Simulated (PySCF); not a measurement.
# Computed records: C2H7AlB

Calculation on a computer-drawn molecule: the log of a Hartree-Fock and frozen-core CCSD(T) single point meant for a local Hartree-Fock minimum, with one planted fault or none, to be diagnosed. Offsets are logged minus clean, where the clean run is the same molecule without the fault. The reference is restricted for singlets and unrestricted otherwise, and also for a bond in bohr or an excited solution. Adding or removing an electron swaps singlet and doublet. The excited solution moves the top pair (singlet) or top alpha electron (doublet) to the lowest empty orbital. Highest occupied and lowest empty are orbital energies over both spins, largest force is the largest gradient component, triples share is (T) over the correlation energy, the T1 limit is 0.02 restricted and 0.045 unrestricted, electrons count all cores, a negative frequency is imaginary (commonest isotopes), and the dipole is about the centre of nuclear charge. Program: PySCF 2.14.0.

```xyz
11
formula=C2H7AlB meant_charge=0 meant_multiplicity=2 meant_basis=cc-pV(D+d)Z logged_electrons=38 logged_basis_functions=100 logged_SCF_converged=yes logged_spin_squared=0 logged_highest_occupied=-1.6512 logged_lowest_empty=6.7919 logged_largest_force=0.041731 logged_T1_diagnostic=0.014116 logged_D1_diagnostic=0.049706 logged_triples_share=0.033862 logged_CC_converged=yes logged_dipole_magnitude=4.2394 logged_SCF_stable_within_its_kind=yes logged_energy_HF=-346.37852 logged_energy_CCSD(T)=-346.91068 possible_faults=no_fault,one_electron_removed,one_electron_added,multiplicity_raised_by_two,geometry_at_a_saddle_point,SCF_held_on_an_excited_solution,minimal_basis_STO-3G,one_bond_length_entered_in_bohr,all_coordinates_scaled
B     -1.5952     1.8590    -0.8073
C     -1.8374     0.3635    -1.0818
Al    -2.1709    -1.0408     0.2374
C     -2.5240    -0.6403     2.1269
H     -0.6610     2.4314    -1.3094
H     -2.3039     2.4847    -0.0608
H     -1.7042     0.0357    -2.1166
H     -2.1415    -2.5454    -0.2611
H     -1.7012    -1.0058     2.7548
H     -3.4269    -1.1556     2.4754
H     -2.6458     0.4275     2.3313
```

Units: logged_highest_occupied, logged_lowest_empty in eV; logged_largest_force in hartree/bohr; logged_dipole_magnitude in debye; logged_energy_HF, logged_energy_CCSD(T) in hartree.

Drawn bonds:
```csv
atom,other atom,order
1,2,1
2,3,1
3,4,1
1,5,1
1,6,1
2,7,1
3,8,1
4,9,1
4,10,1
4,11,1
```

## Withheld values
1. Give the missing planted fault for C2H7AlB.

## Answers
1. one electron added

Further results for C2H7AlB:

| Quantity | Value |
| --- | --- |
| HF energy offset from clean run | -3.795 kcal/mol |
| CCSD(T) energy offset from clean run | -36.14 kcal/mol |
